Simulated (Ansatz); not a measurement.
Two structures of Al2NH7O4F, doublet, reached by relaxing down either side of one saddle point (PBE0-D4/def2-TZVP). Energies are electronic, without zero-point energy. Program: Ansatz 0.2.0. Basis: def2-TZVPP and def2-QZVPP. Cores are frozen in the correlated methods; orbitals are unrestricted. Extrapolation: Hartree–Fock as exp(−7.88 √X), correlation as X^−2.97. First:

```xyz
15
angstrom
Al -0.9537 -0.8375 -0.4617
O 0.3913 -0.4243 -1.4461
Al -0.0990 1.2558 -1.7003
O -1.8397 0.5915 -1.1154
O 0.1889 2.2041 -0.2454
F -1.7685 -2.2556 -0.2452
H 0.5976 -0.6889 1.4082
N -0.3210 -0.2352 1.2957
H 1.7147 -0.9131 -0.4345
O 2.1576 -1.1747 0.4098
H -2.5279 1.1364 -0.7347
H 0.8144 2.9272 -0.2466
H -0.8816 -0.3787 2.1267
H -0.1251 0.7675 1.1636
H 2.6520 -1.9747 0.2254
```

Second:

| atom | x (Å) | y (Å) | z (Å) |
| --- | --- | --- | --- |
| Al1 | -1.0484 | -0.7004 | -0.1316 |
| O2 | 0.3816 | -0.2709 | -1.1555 |
| Al3 | -0.1812 | 1.3594 | -1.7945 |
| O4 | -1.7038 | 0.8519 | -0.8136 |
| O5 | 0.6270 | 2.6120 | -0.9510 |
| F6 | -1.9470 | -2.0103 | -0.5973 |
| H7 | 1.3344 | -1.0541 | 1.2037 |
| N8 | -0.5117 | -0.7390 | 1.5957 |
| H9 | 1.2480 | -0.4674 | -0.7283 |
| O10 | 2.1563 | -0.9970 | 0.6601 |
| H11 | -2.6036 | 1.1558 | -0.9174 |
| H12 | 0.9818 | 3.3736 | -1.4055 |
| H13 | -0.9467 | -1.3948 | 2.2288 |
| H14 | -0.3750 | 0.1326 | 2.0899 |
| H15 | 2.5883 | -1.8516 | 0.7163 |

Question: Which bonds change from the first to the second?

Answer: Al₂NH₅O₃F ([NH3][Al]1([F])[O][Al]([OH])[OH]1) + H₂O → Al₂NH₅O₃F ([NH2][Al]1([F])[OH][Al]([OH])[OH]1) + H₂O; bonds formed: O2–H9, H7–O10; bonds broken: H7–N8, H9–O10.

Question: Give the saddle point's structure and its height above each. (To be estimated.)

Answer: The calculation gives: 0.617 eV above the first and 0.579 eV above the second (CCSD(T) at an estimated basis limit (MP2 extrapolated from triple and quadruple zeta, plus CCSD(T) − MP2 in triple zeta)).
Al1  (-1.025, -0.717, -0.224)
O2  (0.419, -0.335, -1.157)
Al3  (-0.086, 1.280, -1.778)
O4  (-1.670, 0.875, -0.744)
O5  (0.704, 2.568, -0.963)
F6  (-2.019, -2.010, -0.498)
H7  (0.916, -0.905, 1.222)
N8  (-0.345, -0.790, 1.536)
H9  (1.347, -0.560, -0.404)
O10  (1.953, -0.814, 0.602)
H11  (-2.560, 1.202, -0.868)
H12  (1.040, 3.320, -1.447)
H13  (-0.688, -1.543, 2.119)
H14  (-0.424, 0.068, 2.071)
H15  (2.438, -1.639, 0.532)
(Å)

T1 diagnostic: at most 0.014. ⟨S²⟩ of the unrestricted Hartree–Fock references: 0.75 (a pure state has 0.75).

Labels in which every atom is bracketed show which atoms are joined, not bond orders.

For scale, one of the runs: CCSD(T)/def2-TZVPP, 368 basis functions, launched by `ansatz run in.yaml --threads 4 --pin off --events-out ev --progress --plain --max-ram 46080MiB --backend cuda --devices 0, --max-vram 37GiB`. The run took 52 s on 4 CPU threads of an AMD EPYC 7R13 and a share of one NVIDIA H100 (shared host), with 1.6 GiB of host memory at its peak.
